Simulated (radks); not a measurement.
Results of a calculation; reference values are marked as such.
Initial-state core-level shifts of neutral cobalt when its valence configuration changes from [Ar] 3d7 4s2. Code: a radial shooting solver on a logarithmic mesh with Libxc functionals. Model: Dirac Kohn-Sham, PBEsol, spin-unpolarised, spherical densities, finite nucleus; open shells fill j = l - 1/2 first; Fermi nuclear charge, rms radius 3.7875 fm. Shifts are changes of the shell-averaged eigenvalues in eV (positive: less bound); the change of the density at the nucleus, which sets a Mossbauer isomer shift, is in e/bohr^3, on a base of 1.72e+04.

| valence | 1s | 2s | 3s | 3p | density at nucleus |
|---|---|---|---|---|---|
| 3d8 4s1 | +4.690 | +5.282 | +4.789 | +4.655 | -8.857 |
| 3d9 | +7.565 | +8.540 | +7.880 | +7.664 | -14.921 |
| 3d7 4s1 4p1 | -1.815 | -1.714 | -1.811 | -1.816 | -6.198 |
| 3d6.5 4s2 4p0.5 | -3.899 | -4.246 | -3.851 | -3.764 | +2.674 |
| 3d7 4p2 | -3.387 | -3.189 | -3.384 | -3.392 | -13.369 |
| 3d5 4s2 4p2 | -17.204 | -19.040 | -16.415 | -15.986 | +12.507 |
| 3d6 4s2 4p1 | -8.067 | -8.839 | -7.880 | -7.690 | +5.658 |
| 3d7.5 4s1.5 | +2.562 | +2.888 | +2.587 | +2.513 | -4.856 |
| 3d7 4s1.5 4p0.5 | -0.949 | -0.898 | -0.946 | -0.949 | -2.959 |
